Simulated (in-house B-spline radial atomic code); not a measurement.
Inner levels of cadmium as electrons are removed. A shift is the extra binding of the orbital against the neutral atom ([Kr] 4d10 5s2). The density at the nucleus is averaged over the nuclear charge. Computed with a B-spline radial code for spherical atoms: Dirac-Hartree-Fock, average of the configuration, finite nuclei.

```tsv
ion	configuration	shift of 2s1/2 (eV)	shift of 2p1/2 (eV)	shift of 2p3/2 (eV)	radius of 2s1/2 (bohr)	radius of 2p1/2 (bohr)	radius of 2p3/2 (bohr)	Σ<r²> (bohr²)	change of density at nucleus (bohr⁻³)
Cd26+	[Ar] 3d4	1076.43	1082.48	1080.62	0.13022	0.1105	0.11551	1.5599	45.089
Cd27+	[Ar] 3d3	?	?	?	?	?	?	?	?
Cd28+	[Ar] 3d2	1264.07	1271.81	1269.36	0.12995	0.11023	0.1152	1.3048	233.6
Cd29+	[Ar] 3d1	1360.98	1369.69	1366.92	0.1298	0.11009	0.11503	1.1866	332.87
Cd30+	[Ne] 3s2 3p6	?	?	?	?	?	?	?	?
Cd31+	[Ne] 3s2 3p5	1552.91	1564.4	1560.68	0.12946	0.10992	0.11484	0.94489	540.48
Cd32+	[Ne] 3s2 3p4	?	?	?	?	?	?	?	?
Cd33+	[Ne] 3s2 3p3	1742.87	1758.07	1753.1	0.1291	0.10961	0.1145	0.69841	757.27
Cd34+	[Ne] 3s2 3p2	1839.84	1857.02	1851.4	0.12891	0.10945	0.11432	0.58089	869.08
Cd35+	[Ne] 3s2 3p1	1938.14	1957.39	1951.07	0.12871	0.10928	0.11413	0.46699	983.17
Cd36+	[Ne] 3s2	2037.76	2059.15	2052.13	0.12851	0.10911	0.11394	0.35657	1099.53
Cd37+	[Ne] 3s1	2132.04	2158.45	2150.81	0.12851	0.10896	0.11378	0.24323	-833.29
Cd38+	[He] 2s2 2p6	2227.35	2258.91	2250.62	0.1284	0.1088	0.11361	0.13278	-2829
Cd39+	[He] 2s2 2p5	2407.09	2469.24	2457.44	0.12755	0.10778	0.11251	0.11547	-2522.56
Cd40+	[He] 2s2 2p4	2589.11	2682.6	2667.2	0.1267	0.10678	0.11143	0.098816	-2211.06
Cd41+	[He] 2s2 2p3	2773.39	2898.98	2879.91	0.12586	0.1058	0.11038	0.082798	-1894.57
```

**Question.** Fill in the row of Cd27+.

**Answer.** shift of 2s1/2 (eV): 1169.21; shift of 2p1/2 (eV): 1176.07; shift of 2p3/2 (eV): 1173.93; radius of 2s1/2 (bohr): 0.13009; radius of 2p1/2 (bohr): 0.11037; radius of 2p3/2 (bohr): 0.11536; Σ<r²> (bohr²): 1.4291; change of density at nucleus (bohr⁻³): 137.67.

**Question.** Fill in the row of Cd30+.

**Answer.** shift of 2s1/2 (eV): 1459.93; shift of 2p1/2 (eV): 1469.7; shift of 2p3/2 (eV): 1466.57; radius of 2s1/2 (bohr): 0.12964; radius of 2p1/2 (bohr): 0.10994; radius of 2p3/2 (bohr): 0.11486; Σ<r²> (bohr²): 1.0742; change of density at nucleus (bohr⁻³): 435.51.

**Question.** Fill in the row of Cd32+.

**Answer.** shift of 2s1/2 (eV): 1647.22; shift of 2p1/2 (eV): 1660.53; shift of 2p3/2 (eV): 1656.2; radius of 2s1/2 (bohr): 0.12928; radius of 2p1/2 (bohr): 0.10977; radius of 2p3/2 (bohr): 0.11467; Σ<r²> (bohr²): 0.81969; change of density at nucleus (bohr⁻³): 647.73.
